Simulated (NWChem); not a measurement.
Species: C$_{2}$H$_{4}$ClFSi; SMILES F/C=C(/[SiH3])Cl

```xyz
9

F     -0.8843     2.2074     0.0000
C     -1.1057     0.9068     0.0000
C     -0.1347    -0.0128     0.0000
Si    -0.4527    -1.8604     0.0000
Cl     1.5275     0.4895     0.0000
H     -2.1685     0.6451     0.0000
H      0.1556    -2.4742    -1.2155
H      0.1556    -2.4742     1.2155
H     -1.9310    -2.0773     0.0000
```
Atoms are numbered in this order, from 1.

Level: PBE0/def2-SVP (NWChem), optimised geometry, unscaled harmonic frequencies. 

```
frequency (cm⁻¹)  IR intensity (km/mol)
----------------  ---------------------
139                                 0.0
173                                 0.6
195                                 1.6
208                                 0.6
428                                18.4
461                                 4.3
627                                49.1
676                                54.7
689                                 0.4
875                                 4.6
915                               239.3
930                                45.5
951                                42.5
1011                               38.6
1205                              113.9
1323                                9.7
1737                              164.1
2237                               76.2
2253                               92.8
2254                               77.4
3223                                1.8
```

* **zero-point energy**: 32.2 kcal/mol
* **thermal correction to the enthalpy at 298.15 K (with zero-point energy)**: 36.8 kcal/mol
* **heat capacity Cv**: 21.5 cal/(mol K)
* **entropy at 298.15 K and 1 atm (symmetry number 1)**: 80.4 cal/(mol K)
* **dipole moment**: 1.86 D

Rigid rotor and harmonic oscillator.
